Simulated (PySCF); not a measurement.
2-amino-1-fluorobenzene: calculation and literature

Atom-mapped SMILES (the numbers label the heavy atoms): `[NH2:1][c:2]1[cH:3][cH:4][cH:5][cH:6][c:7]1[F:8]` (H(Xn): hydrogen on atom n).

PySCF calculation with GIAO PBE0/pcSseg-1 shieldings, J couplings at B3LYP/pcJ-1 (spin–dipole term only in couplings to heteroatoms) and structure optimised with PBE0-D3(BJ)/def2-SVP; no relativistic terms, fast rotation and ring inversion assumed for equivalent nuclei, isolated molecule, one computed conformer.

Reference values: measured (solution, CDCl3; Viesser, Ducati, Tormena, Autschbach, PCCP 2018 (ESI)).
```csv
atoms,quantity,reference,computed,"computed, scaled"
C7,δ ¹³C,151.9,156.9,151.7
```

Reference values: measured (G. Saielli, R. Bini, A. Bagno, Computational 19F NMR. 2. Organic compounds, RSC Adv. 2014, ESI (exp. from Berger-Braun-Kalinowski 1994 and Everett 1995)).
```tsv
atoms	quantity	reference	computed	computed, scaled
F8	δ ¹⁹F vs CFCl3	-135.9	-147.4	-147.8
```

Reference values: measured (solution, DMSO-d6; Viesser, Ducati, Tormena, Autschbach, PCCP 2018 (ESI)).
| atoms | quantity | reference | computed | computed, scaled |
| --- | --- | --- | --- | --- |
| C7 | δ ¹³C | 150.7 | 156.9 | 151.7 |

Computed shifts are σ(ref) − σ with the named reference compound (TMS for H and C) calculated as an isolated molecule at the same level. The measured values may be among those fitted. Shieldings were converted by linear fits to measured shifts (mostly CDCl3, TMS scale, for H and C): ¹³C (scatter 2.0 ppm rms, 2.2 ppm with the 3 outliers that the fit left out); ¹⁹F (scatter 6.8 ppm rms vs CFCl3, solution or neat liquid, with a term for F on sp3 carbon). Occasional misses reach two or three times the rms, and more in compound classes unlike the fitted ones.

Coupling constants in Hz (some tables give magnitudes without signs):
```tsv
coupling	reference	computed	source
¹J(C7,F8)	237.5	-299.4	measured; liquid or solution; F. J. Weigert, PhD thesis, Caltech 1968 (Carbon-13 magnetic resonance spectroscopy)
²J(C2,F8)	12.7	9.7	measured; liquid or solution; F. J. Weigert, PhD thesis, Caltech 1968 (Carbon-13 magnetic resonance spectroscopy)
³J(C3,F8)	3.8	2.3	measured; liquid or solution; F. J. Weigert, PhD thesis, Caltech 1968 (Carbon-13 magnetic resonance spectroscopy)
⁴J(C4,F8)	3.6	6.3	measured; liquid or solution; F. J. Weigert, PhD thesis, Caltech 1968 (Carbon-13 magnetic resonance spectroscopy)
³J(C5,F8)	6.7	3.6	measured; liquid or solution; F. J. Weigert, PhD thesis, Caltech 1968 (Carbon-13 magnetic resonance spectroscopy)
²J(C6,F8)	18.4	16.4	measured; liquid or solution; F. J. Weigert, PhD thesis, Caltech 1968 (Carbon-13 magnetic resonance spectroscopy)
```

Q: How far are the unscaled ¹³C shifts from the references?

A: Mean signed difference +5.60 ppm, mean absolute 5.60 ppm over 2 comparisons; the largest is +6.2 ppm at C7 (aromatic carbon bearing fluorine).

Common functionals overestimate the size of one-bond C–F couplings by tens of Hz; these are unscaled.
